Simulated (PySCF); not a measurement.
A structure optimised at PBE-D3(BJ)/def2-SVP, used in a PySCF frequency run:

```
C
O 1 1.3935
H 2 0.9745 1 105.90
O 1 1.3935 2 104.07 3 -178.85
H 4 0.9745 1 105.90 2 178.85
O 1 1.4069 2 112.38 3 -56.99
H 6 0.9807 1 104.88 2 -58.50
H 1 1.1221 2 112.22 3 59.59
```
Charge 0, spin multiplicity 1.

Question: Write its SMILES, formula and point group.

Answer: OC(O)O, CH4O3, Cs

Question: What are its rotational constants (standard atomic weights)?

Answer: 9.8587, 9.6928, 5.4661 GHz
